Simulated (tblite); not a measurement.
Species: C₄H₃F₃N₃ (doublet state).
Z-matrix (Å and degrees, GFN2-xTB geometry), rows numbered from 1:
```
C 
N   1  1.4324
C   2  1.3308  1  130.89
N   3  1.2987  2  113.01  1   179.29
C   4  1.3484  3  101.92  2    -0.06
C   5  1.4917  4  123.28  3   179.46
F   6  1.3368  5  111.65  4   174.24
F   6  1.3380  5  112.25  4    54.11
F   6  1.3405  5  112.04  4   -65.96
N   5  1.3241  4  113.67  3     0.04
H   1  1.0913  2  109.84  3  -111.11
H   1  1.0878  2  109.06  3     9.32
H   1  1.0900  2  109.23  3   129.71
```

The geometry is computed with GFN2-xTB (gas phase). This method treats the open shell by occupation alone, without spin polarisation.

Take the most abundant isotopes and a rigid rotor. 

What are A, B and C (MHz)?

Ia = 156.01, Ib = 579.96, Ic = 645.03 u·Å²; 505379 MHz·u·Å²/I gives A = 3239, B = 871.4, C = 783.5 MHz.

Classify the top.

A near-prolate asymmetric top: κ = (2 × 871.4 − 3239 − 783.5)/(3239 − 783.5) = -0.93.

Is it planar, by Δ = Ic − Ia − Ib?

Not planar: Δ = Ic − Ia − Ib = -90.93 u·Å². For a rigid frame Δ = −2 Σ m c², so Σ m c² = 45.47 u·Å² lies off the ab plane: 1.58 from hydrogen and 43.88 from heavier atoms. The atom farthest from that plane is 1.14 Å away.

Give the coordinates in the principal-axis frame, origin at the centre of mass.

The sense of each axis is arbitrary; atoms in the order of the calculation.
```csv
atom,mass (u),a (Å),b (Å),c (Å)
C1,12.000,3.395,0.756,0.002
N2,14.003,2.129,0.086,-0.005
C3,12.000,1.829,-1.211,-0.002
N4,14.003,0.551,-1.437,0.004
C5,12.000,0.047,-0.186,0.007
C6,12.000,-1.415,0.108,0.002
F7,18.998,-1.656,1.417,0.130
F8,18.998,-2.059,-0.508,1.000
F9,18.998,-2.004,-0.285,-1.137
N10,14.003,0.974,0.760,0.001
H11,1.008,3.542,1.259,0.959
H12,1.008,4.185,0.025,-0.156
H13,1.008,3.411,1.502,-0.792
```

For this open shell read J as N, the rotation without spin; fine and hyperfine splittings come on top. Its lowest GFN2-xTB frequency is 8 cm⁻¹, too small to tell a flat minimum from a shallow saddle. Constants of a rigid frame at the computed geometry: no zero-point averaging, no centrifugal distortion.

Time: 0.55 s wall. Hardware: one thread, Intel Xeon at 2.50 GHz (x86_64), on a shared host. This is the geometry optimisation.
